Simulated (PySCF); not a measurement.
# Reading the logs of faulty runs: CGeH5O

Calculated results; nothing here was measured. The program is PySCF 2.14.0, an open-source quantum chemistry code, run on an isolated molecule that a program drew, which may never have been made. The molecule is CGeH5O (charge 0, doublet), drawn as the SMILES string `O[CH2][GeH2]`.

Each row is a Hartree-Fock (HF) and frozen-core CCSD(T) single point in the cc-pVDZ basis, meant for a local HF minimum. Run 1 is clean. Each other run has one planted mistake out of seven kinds, and not every kind appears here: one electron removed, one electron added, multiplicity raised by two, geometry at a saddle point, minimal basis STO-3G, one bond length entered in bohr, all coordinates scaled. The reference is restricted for singlets and unrestricted otherwise, and also for a bond in bohr. Adding or removing an electron swaps singlet and doublet. Electrons count all cores. HOMO and LUMO are orbital energies over both spins, the gradient is its largest component, and the lowest frequency (negative if imaginary) is given only where the gradient is small. Bond lengths are over the 7 bonds as drawn. T1 is the CCSD diagnostic: over 0.02 (restricted) or 0.045 (unrestricted) a single reference is doubtful. Germanium has the cc-pVDZ-PP basis, with a core potential (ECP10MDF) in place of its 10 inner electrons, and its 3s, 3p and 3d shells are frozen in CCSD(T).

Geometry of the clean run:
```xyz
8
CGeH5O, angstrom
O     0.0875    1.9902    0.3076
C    -1.1965    1.4522    0.1026
Ge   -1.6691    0.0930    1.4778
H     0.7362    1.3164    0.1681
H    -1.3018    1.0232   -0.8988
H    -1.9004    2.2799    0.1757
H    -0.6310   -1.0468    1.4553
H    -1.7094    0.7122    2.8830
```

| run | electrons | basis functions | <S^2> | HOMO (eV) | LUMO (eV) | gradient (hartree/bohr) | lowest frequency (cm^-1) | mean bond (Å) | longest bond (Å) | T1 | HF (hartree) | CCSD(T) (hartree) | mistake |
|---|---|---|---|---|---|---|---|---|---|---|---|---|---|
| 1 | 51 | 76 | 0.754 | -8.68 | 1.19 | 3.0e-05 | 149 | 1.3721 | 1.990 | 0.0133 | -408.96631 | -409.42968 | no fault |
| 2 | 52 | 76 | 0.000 | -0.41 | 9.28 | 6.6e-02 | - | 1.3721 | 1.990 | 0.0108 | -408.95016 | -409.43947 | one electron added |
| 3 | 50 | 76 | 0.000 | -16.77 | -7.02 | 6.5e-02 | - | 1.3721 | 1.990 | 0.0279 | -408.67721 | -409.14116 | ? |
| 4 | 51 | 76 | 1.474 | -8.94 | 1.07 | 2.3e-02 | - | 1.5112 | 2.068 | 0.0554 | -408.84967 | -409.31237 | ? |

**Which mistake was planted in run 3, and what did it cost?**

It counts 50 electrons, one fewer than the clean run, at the same geometry and basis. So the mistake is: one electron removed. Subtracting run 1 and multiplying by 627.51 kcal/mol a hartree, the energy moved by 181.4 kcal/mol in HF and 181.0 kcal/mol in CCSD(T).

**Which mistake was planted in run 4, and what did it cost?**

The mean bond changes by a factor of 1.101 and the longest by 1.039, so the molecule wasn't scaled as a whole. A length L in bohr read as angstrom grows by (1/0.5292 - 1) L = 0.890 L. The 7 bonds together grew by 7 x 0.1391 = 0.974 Å, which gives L = 1.094 Å. That is the length of one of the C-H bonds, 1.094 Å in the clean geometry. So the mistake is: one bond length entered in bohr. Subtracting run 1 and multiplying by 627.51 kcal/mol a hartree, the energy moved by 73.2 kcal/mol in HF and 73.6 kcal/mol in CCSD(T).

Cautions from the logs. Run 3: T1 is over the limit, so its CCSD(T) energy is less reliable; run 4: T1 is over the limit, so its CCSD(T) energy is less reliable.
